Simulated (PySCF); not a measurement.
Ga(CF3)(H)2 (CH2F3Ga), SMILES F[C](F)(F)[GaH2]. The structure is a stationary point at PBE0-D3(BJ)/def2-SVP. The structure was generated by enumeration; whether it is a known compound was not checked.

Question: Give the equilibrium geometry at PBE0-D3(BJ)/def2-SVP (PySCF confirms it by a frequency run) as Cartesian coordinates in Å, and its point group. (An estimate is asked for; the answer gives what the named calculation found.)

Answer: point group Cs.
```xyz
7

Ga     1.1962    -0.0137     0.0000
C     -0.8260    -0.0108     0.0000
F     -1.3629    -0.6063    -1.0773
F     -1.3629    -0.6063     1.0773
F     -1.2688     1.2652     0.0000
H      1.9133     0.0072     1.3880
H      1.9133     0.0072    -1.3880
```
Charge 0, spin multiplicity 1.
